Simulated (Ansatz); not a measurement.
Species: C₉H₉NSSi, SMILES `[SiH3]c1cc(S)cc2ncccc12` (C–C–S–H torsion 180°) (charge 0, multiplicity 1).

### Question
Give a relaxed geometry from PBE-D3(BJ)/def2-SVP (Ansatz, an electronic-structure program).

### Answer
Several could match; the one computed here: the end point of this relaxation, one of several conformers (outside a Z-matrix the atoms follow the SMILES, hydrogens last).
Cartesian coordinates (Å) in one orientation:
```xyz
21

Si    -1.520    -2.501     0.028
C     -0.969    -0.694    -0.081
C     -1.923     0.286    -0.341
C     -1.576     1.670    -0.436
S     -2.905     2.794    -0.772
C     -0.252     2.060    -0.265
C      0.760     1.095     0.003
N      2.041     1.543     0.160
C      2.986     0.650     0.410
C      2.752    -0.748     0.524
C      1.457    -1.217     0.367
C      0.403    -0.301     0.097
H     -3.003    -2.550    -0.207
H     -0.825    -3.349    -1.004
H     -1.212    -3.087     1.381
H     -2.978     0.000    -0.480
H     -2.148     3.926    -0.772
H      0.068     3.111    -0.328
H      4.014     1.041     0.533
H      3.587    -1.433     0.733
H      1.241    -2.295     0.449
```
